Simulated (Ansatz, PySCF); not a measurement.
The molecule TeC, closed-shell singlet (lowest of 2S+1 = 1, 3, 5 at CCSD(T)/def2-TZVPP on PBE0 minima; our sources give no spin for the ground state, which may be another). No spin–orbit coupling.

Constants: fifth-degree fit in 1/R to seven points, most abundant isotopes. In def2 and cc sets the state is the lowest found near the PBE0 minimum, followed along R. The singlet is held restricted. HF and MP2 rows in def2 and cc sets belong to the determinant that coupled cluster picked by its CCSD energy.

Correlated levels freeze the inner cores; with def2 sets outer-core shells near the valence are correlated too. CBS: X⁻³ extrapolation of the correlation energy, Hartree–Fock from the larger set. Rows in LANL2DZ carry no dispersion term and start afresh at each structure. LANL2DZ brings its own core potentials from Na on.

Run with Ansatz (a program for electronic structure) with Gaussian orbitals; PySCF for LANL2DZ rows. Values without a source in brackets are computed. In def2 rows elements past Kr take small-core potentials, without spin–orbit coupling.

Task: What bond length and harmonic frequency does B3LYP/LANL2DZ give?

Result: r_e = 1.942 Å, ω_e = 815 cm⁻¹.

Task: What bond length and harmonic frequency does SCS-MP2/def2-TZVPP give?

Result: r_e = 1.881 Å, ω_e = 924 cm⁻¹.

Task: What bond length and harmonic frequency does CCSD(T)/CBS(def2-TZVPP, def2-QZVPP) give?

Result: r_e = 1.896 Å, ω_e = 862 cm⁻¹.

Doubts at one or more of the structures used: a restricted determinant that unrestricted orbitals would lower (SCS-MP2/def2-TZVPP, CCSD(T)/CBS(def2-TZVPP, def2-QZVPP)).
